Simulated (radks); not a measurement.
The numbers below are computed, except where a source is named.
Task: These are the eigenvalues of the occupied orbitals of an atom or ion with whole-number occupations (eV). Code: a radial shooting solver on a logarithmic mesh with Libxc functionals. Model: scalar-relativistic Kohn-Sham, r2SCAN, spin-polarised, spherical densities, finite nucleus; meta-GGA in the generalised Kohn-Sham scheme; Fermi nuclear charge, rms radius of each element as measured or else 0.836 A^(1/3) + 0.57 fm.

| orbital | eigenvalue |
|---|---|
| 1s up | -13364.11 |
| 1s down | -13363.90 |
| 2s up | -1758.304 |
| 2s down | -1758.267 |
| 2p up | -1550.036 |
| 2p down | -1549.883 |
| 3s up | -255.4872 |
| 3s down | -255.3103 |
| 3p up | -188.9136 |
| 3p down | -188.7004 |
| 3d up | -79.2882 |
| 3d down | -78.9914 |
| 4s up | -32.2048 |
| 4s down | -29.7916 |
| 4p up | -18.7392 |
| 4p down | -16.4404 |

Which element is it, and in what charge state? The configuration may be excited. Open shells, if any, are filled with parallel spins first.

Result: Z = 35, bromine, charge +1: Br+ in [Ar] 3d10 4s2 4p4. The list shows which subshells hold electrons but not how many an open one holds; the 1s level, -491.12 hartree, gives Z - s = 31.3 by -(Z - s)^2/2, which with screening and relativity narrows Z to a few neighbours, and the depths of the outer levels then fix element, charge and occupations together.
